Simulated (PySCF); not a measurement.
**Basis-set dependence of population analyses: `COc1ccncc1`**

C₆H₇NO.
Structure used (PBE0-D3(BJ)/def2-SVP), in Å, numbered top down from 1:
```
atom  x, y, z in Å
C1     2.255   -0.141    0.116
O2     1.212    0.793    0.029
C3    -0.050    0.348   -0.040
C4    -1.065    1.311   -0.112
C5    -2.382    0.883   -0.183
N6    -2.755   -0.399   -0.189
C7    -1.785   -1.303   -0.122
C8    -0.424   -1.000   -0.046
H9     2.289   -0.799   -0.769
H10    3.187    0.434    0.169
H11    2.168   -0.766    1.022
H12   -0.802    2.370   -0.109
H13   -3.188    1.624   -0.239
H14   -2.096   -2.355   -0.128
H15    0.307   -1.807    0.006
```

PBE0 throughout (PySCF), one geometry, spherical d and f functions. Geometry: PBE0-D3(BJ)/def2-SVP, one conformer, isolated molecule. Atoms taken as equivalent share a column and are averaged. The first 7 of 9 kinds of atom are listed.

Mulliken charges (e):

| basis | functions | C1 | O2 | C3 | C4/C8 | C5/C7 | N6 | H9/H10/H11 |
| --- | --- | --- | --- | --- | --- | --- | --- | --- |
| STO-3G | 47 | -0.125 | -0.177 | +0.107 | -0.115 | +0.006 | -0.249 | +0.098 |
| pcSseg-0 | 86 | -0.318 | -0.680 | +0.268 | -0.260 | +0.098 | -0.662 | +0.242 |
| 6-31G | 86 | -0.255 | -0.557 | +0.292 | -0.164 | -0.030 | -0.395 | +0.188 |
| 6-31G* | 126 | -0.294 | -0.487 | +0.406 | -0.253 | -0.004 | -0.394 | +0.189 |
| cc-pVDZ | 147 | +0.050 | -0.275 | +0.202 | -0.114 | +0.118 | -0.233 | +0.058 |
| def2-SVP | 147 | +0.103 | -0.326 | +0.235 | -0.116 | +0.057 | -0.184 | +0.057 |
| pcSseg-1 | 171 | -0.056 | -0.468 | +0.288 | -0.235 | +0.157 | -0.422 | +0.125 |
| aug-cc-pVDZ | 247 | +0.802 | -0.683 | +0.296 | +1.585 | -0.126 | -0.346 | -0.176 |
| 6-311+G(2d,p) | 258 | -0.265 | -0.363 | +0.257 | +0.030 | -0.169 | -0.309 | +0.163 |
| def2-TZVP | 290 | -0.249 | -0.221 | +0.250 | -0.187 | -0.054 | -0.216 | +0.140 |

IAO charges (e):

```
        basis  functions      C1      O2      C3   C4/C8   C5/C7      N6  H9/H10/H11
       STO-3G         47  -0.258  -0.155  +0.117  -0.193  -0.055  -0.197      +0.141
     pcSseg-0         86  -0.225  -0.288  +0.199  -0.230  -0.020  -0.276      +0.152
        6-31G         86  -0.245  -0.295  +0.203  -0.227  -0.026  -0.279      +0.157
       6-31G*        126  -0.206  -0.310  +0.232  -0.232  +0.001  -0.298      +0.145
      cc-pVDZ        147  -0.205  -0.306  +0.231  -0.236  -0.001  -0.293      +0.145
     def2-SVP        147  -0.196  -0.303  +0.228  -0.233  +0.001  -0.291      +0.142
     pcSseg-1        171  -0.204  -0.311  +0.229  -0.237  -0.001  -0.300      +0.146
  aug-cc-pVDZ        247  -0.212  -0.316  +0.235  -0.240  -0.001  -0.306      +0.149
6-311+G(2d,p)        258  -0.213  -0.318  +0.235  -0.239   0.000  -0.308      +0.150
    def2-TZVP        290  -0.211  -0.318  +0.238  -0.240  +0.001  -0.306      +0.149
```

Hirshfeld charges (e):

| basis | functions | C1 | O2 | C3 | C4/C8 | C5/C7 | N6 | H9/H10/H11 |
| --- | --- | --- | --- | --- | --- | --- | --- | --- |
| STO-3G | 47 | +0.050 | -0.089 | +0.080 | -0.062 | +0.035 | -0.189 | +0.027 |
| pcSseg-0 | 86 | -0.017 | -0.096 | +0.084 | -0.082 | +0.015 | -0.174 | +0.048 |
| 6-31G | 86 | -0.010 | -0.120 | +0.084 | -0.077 | +0.016 | -0.192 | +0.049 |
| 6-31G* | 126 | -0.012 | -0.107 | +0.086 | -0.077 | +0.017 | -0.190 | +0.047 |
| cc-pVDZ | 147 | -0.026 | -0.082 | +0.082 | -0.083 | +0.013 | -0.168 | +0.047 |
| def2-SVP | 147 | -0.027 | -0.089 | +0.086 | -0.083 | +0.015 | -0.174 | +0.049 |
| pcSseg-1 | 171 | -0.027 | -0.098 | +0.086 | -0.082 | +0.014 | -0.181 | +0.051 |
| aug-cc-pVDZ | 247 | -0.033 | -0.103 | +0.084 | -0.081 | +0.011 | -0.185 | +0.053 |
| 6-311+G(2d,p) | 258 | -0.025 | -0.106 | +0.081 | -0.080 | +0.011 | -0.188 | +0.052 |
| def2-TZVP | 290 | -0.030 | -0.100 | +0.084 | -0.081 | +0.012 | -0.183 | +0.052 |

Some averages cover members that differ in this geometry, most widely: C4/C8, Mulliken in 6-311+G(2d,p) -0.231 to +0.292; H9/H10/H11, Mulliken in aug-cc-pVDZ -0.387 to -0.069; C5/C7, Mulliken in 6-311+G(2d,p) -0.304 to -0.035; C4/C8, Mulliken in aug-cc-pVDZ +1.467 to +1.702 e.

**Question.** Which scheme is steadiest as the basis changes?

**Answer.** Largest range over the bases for any column: Hirshfeld 0.08 e, IAO 0.16 e, Mulliken 1.84 e. Hirshfeld charges move least and Mulliken charges most, counted in e. Without the minimal STO-3G basis the ranges are Hirshfeld 0.04, IAO 0.05, Mulliken 1.84 e.

**Question.** How much do the charges still move between the two largest bases, 6-311+G(2d,p) and def2-TZVP?

**Answer.** At most, over all atoms: Mulliken 0.503 e, IAO 0.003 e, Hirshfeld 0.006 e.

**Question.** What do the same runs give for the total energy, the frontier levels and the dipole moment?

**Answer.** 
```tsv
basis	energy (Eh)	HOMO (eV)	LUMO (eV)	μ (D)
STO-3G	-357.8395	-4.56	2.48	3.27
pcSseg-0	-361.5510	-7.01	-0.45	3.66
6-31G	-362.2765	-6.92	-0.15	3.51
6-31G*	-362.3858	-6.95	-0.05	3.24
cc-pVDZ	-362.4160	-7.03	-0.22	3.17
def2-SVP	-362.1285	-7.15	-0.33	3.27
pcSseg-1	-362.3473	-7.24	-0.45	3.38
aug-cc-pVDZ	-362.4367	-7.21	-0.50	3.29
6-311+G(2d,p)	-362.4919	-7.22	-0.50	3.32
def2-TZVP	-362.5232	-7.20	-0.44	3.25
```

The dipole is fixed by the density alone, so its range of 0.49 D shows that the density itself changes with the basis, not only its division among atoms.
